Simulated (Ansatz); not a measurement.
A nudged elastic band was laid between two geometries of AlF2H2N + H2 (8 atoms, charge 0, multiplicity 1).

Computed with Ansatz, RKS B3LYP/def2-SVP.

| Item | Value |
| --- | --- |
| movable images | 7 |
| climbing image | yes |
| spring | 5.0 eV/Å² |
| optimiser | quadratic models (default) |
| start path | through a guess of the saddle point |
| force threshold | 0.05 eV/Å |
| iteration limit | 60 |
| end points | relaxed |

Image 0:

```xyz
8
Properties=species:S:1:pos:R:3
Al -0.007 -0.004 0.402
N 0.027 -0.366 2.124
H -0.785 -0.628 2.673
H 0.872 -0.447 2.679
F 1.402 0.216 -0.447
F -1.426 -0.092 -0.456
H -0.256 2.302 0.307
H -0.242 2.141 1.055
```

Image 8:

```xyz
8
Properties=species:S:1:pos:R:3
Al -0.068 0.571 0.002
N -0.047 0.308 2.033
H -0.810 -0.329 2.280
H 0.836 -0.145 2.288
F 1.433 -0.130 -0.300
F -1.384 -0.431 -0.309
H -0.232 2.121 -0.250
H -0.144 1.158 2.593
```

Task: What changes between the two ends?

Result: Bonds broken: H7–H8. Bonds formed: Al1–H7, N2–H8. AlF2H2N + H2 becomes AlF2H4N.

Task: What energy profile does the band end with?

Result: It converged. The highest image is number 3 of 0 to 8, 0.67 eV above the first end and 1.54 eV above the last; the last end lies 0.88 eV below the first. A vibrational analysis at the climbing image gives one clearly imaginary mode, 1183i cm⁻¹: a first-order saddle point. The orbitals stay closed-shell, which can raise the energy where a bond breaks towards radicals; this wasn't checked here.

```csv
image,path coordinate (Å),energy (eV),H7–H8 (Å),Al1–H7 (Å),N2–H8 (Å)
0,0.00,0.00,0.77,2.32,2.74
1,0.46,0.04,0.77,2.28,2.37
2,0.91,0.27,0.80,2.06,1.92
3,1.37,0.67,1.01,1.79,1.43
4,1.72,0.11,1.38,1.68,1.13
5,2.07,-0.47,1.81,1.60,1.03
6,2.42,-0.72,2.23,1.59,1.02
7,2.77,-0.85,2.63,1.58,1.02
8,3.12,-0.88,3.00,1.58,1.02
```

Task: What is the geometry of the highest image?

Result: 
```xyz
8
Properties=species:S:1:pos:R:3
Al -0.031 0.266 0.165
N -0.029 0.061 2.028
H -0.820 -0.341 2.533
H 0.832 -0.128 2.543
F 1.438 0.092 -0.594
F -1.433 -0.199 -0.597
H -0.205 1.966 0.711
H -0.168 1.405 1.548
```

Task: What are the harmonic wavenumbers there?

Result: 1183i, 161, 231, 280, 325, 499, 641, 667, 699, 825, 960, 991, 1460, 1505, 1830, 1849, 3507, 3601 cm⁻¹.

Time of the run: 3.2 min on 1 thread of Arm Neoverse V1, on a shared host, peak memory 0.15 GiB.
